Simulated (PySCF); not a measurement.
# Excitation energy of P²⁺ by level of theory

P²⁺ [Ne] 3s2 3p1 (2P) → P²⁺ [Ne] 3s1 3p1 4s1 (4P), as a difference of total energies. All numbers are calculated (PySCF 2.14, the non-relativistic Hamiltonian (point nucleus), in dyall-av2z). Correlated levels: valence: [Ne] frozen; virtual orbitals above 40 to 60 times the deepest correlated orbital energy dropped. The calculations carry no spin-orbit coupling.

```csv
method,excitation energy (eV)
UHF,21.289
MP2 (valence),22.143
SCS-MP2 (valence),22.453
CCSD (valence),22.344
```

Q: Estimate what CCSDT (valence) gives.

A: 22.288 eV, closest to CCSD (valence) among the rows shown.

Q: Estimate what CCSD(T) (valence) gives.

A: 22.310 eV, closest to CCSD (valence) among the rows shown.

The promoted electron is Rydberg-like, and one or two diffuse shells describe it only roughly, which tends to raise the upper state.

The coupled-cluster amplitudes are large for the upper state (T1 above 0.03 or a double amplitude above 0.15), so a single reference is strained.
